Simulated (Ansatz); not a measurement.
Born–Oppenheimer molecular dynamics of CH8AlNOSn (13 atoms, charge 0, multiplicity 1). It starts at the highest image of a converged band. Of that band: Beside the main top the profile has a ripple of under 15 meV (maxima at images 5, 7), which may be a very shallow well or noise. A vibrational analysis at the climbing image gives one clearly imaginary mode, 1270i cm⁻¹: a first-order saddle point.

Level of theory: Ansatz 0.2.0, RKS PBE/def2-SVP.

```yaml
ensemble: NVE (velocity Verlet)
time_step: 0.5 fs
steps_asked: 200
starting_velocities_drawn_for: 100 K
seed: 8210
```

First frame:

```xyz
13
Properties=species:S:1:pos:R:3
N -0.946 0.139 -1.157
C 0.192 -0.384 -0.497
Sn -0.430 -1.655 1.206
O 1.131 0.616 0.059
Al 1.282 2.510 -0.013
H -1.517 0.757 -0.570
H -0.739 0.625 -2.041
H 0.783 -1.010 -1.196
H -1.531 -0.696 2.137
H 0.944 -2.078 2.164
H -1.234 -3.086 0.654
H 2.285 1.111 -0.341
H -0.201 3.117 -0.388
```

(1) How far do the bonds stretch over the last three quarters of this one trajectory? (Pairs bonded in most of those frames.)

## Answers

(1) 
| bond | mean (Å) | spread (Å) | shortest | longest |
| --- | --- | --- | --- | --- |
| N1–C2 | 1.400 | 0.021 | 1.37 | 1.45 |
| N1–H6 | 1.031 | 0.008 | 1.02 | 1.05 |
| N1–H7 | 1.031 | 0.016 | 1.00 | 1.06 |
| C2–Sn3 | 2.203 | 0.026 | 2.17 | 2.25 |
| C2–O4 | 1.581 | 0.104 | 1.37 | 1.70 |
| C2–H8 | 1.109 | 0.004 | 1.10 | 1.12 |
| Sn3–H9 | 1.730 | 0.010 | 1.71 | 1.75 |
| Sn3–H10 | 1.735 | 0.011 | 1.71 | 1.76 |
| Sn3–H11 | 1.726 | 0.007 | 1.72 | 1.74 |
| O4–H12 | 0.990 | 0.040 | 0.93 | 1.05 |
| Al5–H13 | 1.713 | 0.046 | 1.64 | 1.80 |

Mean temperature of the second half: 287 K. The conserved energy stayed within 0.11 meV per atom of its start (net change 0.054 meV per atom), so the integration is sound. The system heated up, since it started high on the potential surface and ran downhill. A run of 0.1 ps of so small a system gives no equilibrium averages. The orbitals stay closed-shell, which can raise the energy where a bond breaks towards radicals; this wasn't checked here.

The run took 11 min on 2 threads of Arm Neoverse V1 (shared host), peak memory 0.17 GiB.
